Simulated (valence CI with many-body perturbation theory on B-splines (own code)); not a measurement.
Te XLVIII: electric-dipole lines

Computed by relativistic CI+MBPT: three valence electrons over a frozen Dirac-Fock core [He], a basis of 11 s, 11 p, 10 d, 8 f, 5 g, 2 h functions for each j, with the one-electron correlation potential Σ1, the two-electron term Σ2, the three-electron term Σ3, Breit, model QED; selected CI, second order for the rest, scaled by the run's own slope (own B-spline code, finite nucleus).

The last digits are not significant, and no measured levels were compared; by estimate large intervals hold to a few tenths of a per cent, small ones and those within an open d or f shell to about a per cent.

Lines 201 to 250 of 484 in falling wavelength, among levels below 6905.5 eV, chosen from the strongest by gf and those to the six lowest levels. Wavelengths and rates use the calculated energies. Electric multipoles are in the length gauge, E1 and E2 with the static RPA response of the core. Weak lines are less certain than strong ones. Lines between different terms over intervals too small for the method are left out, as are lines whose strength nearly cancels. The highest levels of a list are the least certain.

Levels are named by their leading jj configuration (3d3/2^4 stands for four electrons in 3d with j = 3/2), which in mixed levels can hold well under half, so a name can repeat and another be missing. Letters in brackets count levels of one name in rising energy.

```csv
λ vac (Å),Upper,Lower,A (s⁻¹),log gf,Branch %
7.921,(2s 2p1/2 4d5/2) J=3/2,(2p1/2^2 3s) J=1/2,4.80e+12,-0.74,3.1
7.906,(2s 2p1/2 4f5/2) J=7/2,(2s 2p1/2 3d5/2) J=5/2 [a],5.68e+12,-0.37,7.5
7.906,(2s 2p1/2 4f7/2) J=7/2 [a],(2s 2p1/2 3d3/2) J=5/2,8.59e+12,-0.19,11.5
7.903,(2s 2p1/2 4f5/2) J=5/2 [b],(2s 2p1/2 3d5/2) J=5/2 [a],2.78e+12,-0.81,3.6
7.895,(2s 2p1/2 4f5/2) J=3/2,(2s 2p1/2 3d3/2) J=3/2 [b],1.81e+13,-0.17,23.7
7.894,(2s 2p1/2 4f5/2) J=5/2 [b],(2s 2p1/2 3d3/2) J=3/2 [b],4.87e+13,0.44,63.8
7.879,(2s 2p1/2 4f5/2) J=3/2,(2s 2p1/2 3d3/2) J=1/2,4.69e+13,0.24,61.2
7.876,(2s 2p1/2 4f7/2) J=7/2 [b],(2s 2p1/2 3d5/2) J=5/2 [a],5.87e+12,-0.36,7.9
7.869,(2s^2 4f5/2) J=5/2,(2s^2 3d3/2) J=3/2,6.42e+13,0.55,83.6
7.868,(2s 2p1/2 4f7/2) J=5/2,(2s 2p1/2 3d3/2) J=3/2 [b],2.20e+12,-0.91,2.9
7.866,(2p1/2^2 4f5/2) J=5/2,(2p1/2^2 3d3/2) J=3/2,7.02e+13,0.59,92.8
7.836,(2s 2p1/2 4f5/2) J=5/2 [a],(2s 2p1/2 3d3/2) J=3/2 [a],6.23e+13,0.54,81.7
7.826,(2s 2p1/2 4f5/2) J=7/2,(2s 2p1/2 3d3/2) J=5/2,6.13e+13,0.65,80.6
7.822,(2s 2p1/2 4f5/2) J=5/2 [b],(2s 2p1/2 3d3/2) J=5/2,1.17e+13,-0.19,15.3
7.813,(2p1/2^2 4d3/2) J=3/2,(2p1/2^2 3p3/2) J=3/2,6.24e+12,-0.64,10.5
7.785,(2s 2p1/2 4d3/2) J=3/2 [a],(2s 2p1/2 3p3/2) J=3/2 [a],5.96e+12,-0.66,6.7
7.785,(2s 2p1/2 4d3/2) J=5/2,(2s 2p1/2 3p3/2) J=5/2,7.07e+12,-0.41,10.2
7.783,(2s 2p1/2 4d3/2) J=3/2 [b],(2s 2p1/2 3p3/2) J=3/2 [b],4.74e+12,-0.76,2.8
7.778,(2s^2 4d3/2) J=3/2,(2s^2 3p3/2) J=3/2,5.21e+12,-0.72,3.1
7.775,(2s^2 4f5/2) J=5/2,(2s 2p1/2 3p1/2) J=3/2,6.65e+12,-0.44,8.7
7.745,(2p1/2^2 4d5/2) J=5/2,(2p1/2^2 3p3/2) J=3/2,3.63e+13,0.29,23.6
7.729,(2s 2p1/2 4f5/2) J=5/2 [b],(2s 2p1/2 3d3/2) J=3/2 [a],6.96e+12,-0.43,9.1
7.725,(2s^2 4d5/2) J=5/2,(2s^2 3p3/2) J=3/2,3.10e+13,0.22,19.4
7.724,(2s 2p3/2 4s) J=5/2,(2s 2p3/2 3p1/2) J=5/2,2.35e+12,-0.90,7.8
7.724,(2s 2p1/2 4d5/2) J=5/2 [a],(2s 2p1/2 3p3/2) J=3/2 [a],3.51e+13,0.28,23.4
7.723,(2s 2p1/2 4d5/2) J=5/2 [b],(2s 2p1/2 3p3/2) J=3/2 [b],3.24e+13,0.24,20.6
7.723,(2s 2p1/2 4d5/2) J=3/2,(2s 2p1/2 3p3/2) J=3/2 [b],7.07e+12,-0.60,4.6
7.722,(2s 2p1/2 4d5/2) J=7/2,(2s 2p1/2 3p3/2) J=5/2,3.70e+13,0.42,23.7
7.711,(2s 2p3/2 4s) J=5/2,(2s 2p3/2 3p1/2) J=3/2 [a],2.15e+12,-0.94,7.2
7.709,(2s 2p1/2 4d5/2) J=5/2 [b],(2s 2p1/2 3p3/2) J=5/2,4.07e+12,-0.66,2.6
7.685,(2s 2p1/2 4d3/2) J=5/2,(2s 2p1/2 3p3/2) J=3/2 [a],2.10e+12,-0.95,3.0
7.673,(2s 2p1/2 4d5/2) J=3/2,(2s 2p1/2 3p3/2) J=1/2,2.41e+13,-0.07,15.7
7.589,(2s^2 4d5/2) J=5/2,(2s 2p1/2 3s) J=3/2,6.40e+12,-0.48,4.0
7.446,(2p1/2^2 4p1/2) J=1/2,(2p1/2^2 3s) J=1/2,1.46e+13,-0.62,21.1
7.441,(2s 2p1/2 4p1/2) J=3/2,(2s 2p1/2 3s) J=1/2 [b],6.25e+12,-0.68,12.2
7.426,(2s 2p1/2 4d3/2) J=3/2 [b],(2s 2p1/2 3p1/2) J=1/2 [b],1.66e+13,-0.26,9.9
7.422,(2s 2p1/2 4d3/2) J=1/2,(2s 2p1/2 3p1/2) J=1/2 [b],2.47e+13,-0.39,11.3
7.412,(2s 2p3/2 4p1/2) J=3/2,(2s 2p3/2 3s) J=3/2 [a],3.67e+12,-0.92,10.2
7.407,(2s 2p3/2 4p1/2) J=5/2,(2s 2p3/2 3s) J=3/2 [a],8.14e+12,-0.40,14.4
7.403,(2s 2p1/2 4d3/2) J=5/2,(2s^2 3d3/2) J=3/2,2.82e+12,-0.86,4.1
7.376,(2p1/2^2 4d3/2) J=3/2,(2p1/2^2 3p1/2) J=1/2,2.76e+13,-0.05,46.6
7.367,(2s 2p1/2 4p1/2) J=1/2 [a],(2s 2p1/2 3s) J=1/2 [a],1.58e+13,-0.59,36.2
7.343,(2s^2 4d3/2) J=3/2,(2s^2 3p1/2) J=1/2,3.01e+13,-0.01,17.7
7.341,(2s^2 4p1/2) J=1/2,(2s^2 3s) J=1/2,1.74e+13,-0.55,80.6
7.341,(2s 2p1/2 4p1/2) J=3/2,(2s 2p1/2 3s) J=3/2,8.30e+12,-0.57,16.2
7.337,(2s 2p3/2 4p1/2) J=3/2,(2s 2p3/2 3s) J=5/2,1.35e+13,-0.36,37.8
7.334,(2s 2p1/2 4d3/2) J=3/2 [a],(2s 2p1/2 3p1/2) J=1/2 [a],2.96e+13,-0.02,33.5
7.331,(2s 2p3/2 4p1/2) J=5/2,(2s 2p3/2 3s) J=5/2,9.02e+12,-0.36,15.9
7.320,(2s 2p1/2 4d3/2) J=5/2,(2s 2p1/2 3p1/2) J=3/2,2.53e+13,0.09,36.4
7.310,(2s 2p1/2 4p1/2) J=1/2 [b],(2s 2p1/2 3s) J=3/2,1.26e+13,-0.69,36.0
```

How does gf follow from A for the line at 7.446 Å?

gf = 1.4992 × (2J+1)_upper × A / σ², with σ = 13430916 cm⁻¹ and 2J+1 = 2: gf = 0.242.
